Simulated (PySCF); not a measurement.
Species: C4H5B.
SMILES: `B/C=C\C#C`

Jobs on this species (10 atoms, 34 electrons) with PySCF (density fitting). Hardware of each: one thread, Arm Neoverse V2 (aarch64) (shared host). Other jobs ran on the host; a repeat could differ by tens of per cent or more. Peak memory is the resident size of the whole Python process, interpreter and libraries included.

```csv
level and settings,work,basis functions,SCF cycles,wall time,peak memory
"PBE0-D3(BJ)/def2-SVP, grid level 1",geometry optimisation from a GFN2-xTB start shaken at random,95,?,?,?
"delta-SCF UKS HF, pcX-2 on the ionised atom, pcseg-1 elsewhere, spin-free X2C","ΔSCF core ionisation, 5 holes",126,?,?,?
"delta-SCF UKS PBE0, pcX-2 on the ionised atom, pcseg-1 elsewhere, spin-free X2C","ΔSCF core ionisation, 5 holes",126,90,18 s,0.46 GiB
"delta-SCF UKS SCAN, pcX-1 on the ionised atom, pcseg-1 elsewhere, spin-free X2C","ΔSCF core ionisation, 5 holes",105,111,17 s,0.46 GiB
"delta-SCF UKS SCAN, def2-TZVP on the ionised atom, pcseg-1 elsewhere, spin-free X2C","ΔSCF core ionisation, 5 holes",112,109,19 s,0.46 GiB
"delta-SCF UKS PBE, pcX-2 on the ionised atom, pcseg-1 elsewhere, spin-free X2C","ΔSCF core ionisation, 5 holes",126,95,11 s,0.46 GiB
"delta-SCF UKS B3LYP, pcX-2 on the ionised atom, pcseg-1 elsewhere, spin-free X2C","ΔSCF core ionisation, 5 holes",126,88,19 s,0.46 GiB
"delta-SCF UKS SCAN, pcX-2 on the ionised atom, pcseg-1 elsewhere, non-relativistic","ΔSCF core ionisation, 5 holes",126,109,20 s,0.46 GiB
"delta-SCF UKS SCAN, pcX-2 on the ionised atom, pcseg-1 elsewhere, spin-free X2C","ΔSCF core ionisation, 5 holes",126,109,21 s,0.43 GiB
```

Fill in the missing figures.

- PBE0-D3(BJ)/def2-SVP, grid level 1; geometry optimisation from a GFN2-xTB start shaken at random: 17 s, 0.38 GiB, 54 SCF cycles
- delta-SCF UKS HF, pcX-2 on the ionised atom, pcseg-1 elsewhere, spin-free X2C; ΔSCF core ionisation, 5 holes: 12 s, 0.46 GiB, 120 SCF cycles

What do all jobs in the table cost together?

About 2.6 min; the longest takes about 14 % of that, and about 1.9 times as long as the shortest.
